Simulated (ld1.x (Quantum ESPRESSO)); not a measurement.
## Mn (Z = 25): excitation energies, all-electron against TM semilocal

ld1.x (Quantum ESPRESSO) 7.5 input, shortened:

```
&input
   title='Mn', zed=25., rel=1, dft='PBE', iswitch=3,
   config='[Ar] 3d4 4s0 4p0'
 /
 &inputp
   pseudotype=1, tm=.true., lloc=1,
   nlcc=.true., new_core_ps=.true., rcore=1.10
 /
3
4S  1  0   0.00   0.00  1.95  1.95  0.0
3D  3  2   4.00   0.00  1.70  1.70  0.0
4P  2  1   0.00   0.00  1.85  1.85  0.0
 &test
   configts(1)='3d4 4s0 4p0'
 /
```

Energies are relative to the spin-unpolarised reference configuration 3d4 4s0 4p0; without spin polarisation the order of configurations can differ from experiment. Not all tests gave a result: 1 of 7 tests not solved or not reliable. Left out of the table: 3d6 4s1 4p0 (solver errors, printed error -268 eV).

```json
{"valence configuration": "3d5 4s2 4p0", "charge": "0", "ΔE all-electron (eV)": "-56.534", "error AE − PS (meV)": "-165"}
{"valence configuration": "3d5 4s1 4p0", "charge": "+1", "ΔE all-electron (eV)": "-48.118", "error AE − PS (meV)": "-243"}
{"valence configuration": "3d5 4s0 4p0", "charge": "+2", "ΔE all-electron (eV)": "-32.519", "error AE − PS (meV)": "-322"}
{"valence configuration": "3d5.5 4s1.5 4p0", "charge": "0", "ΔE all-electron (eV)": "-57.016", "error AE − PS (meV)": "-401"}
{"valence configuration": "3d6 4s0 4p0", "charge": "+1", "ΔE all-electron (eV)": "-49.721", "error AE − PS (meV)": "-897"}
{"valence configuration": "3d5 4s1.5 4p0", "charge": "+0.5", "ΔE all-electron (eV)": "-53.174", "error AE − PS (meV)": "-202"}
```

Levels in the configuration 3d5 4s0 4p0:

| level | all-electron (eV) | pseudo (eV) |
| --- | --- | --- |
| 3d | -24.318 | -23.762 |
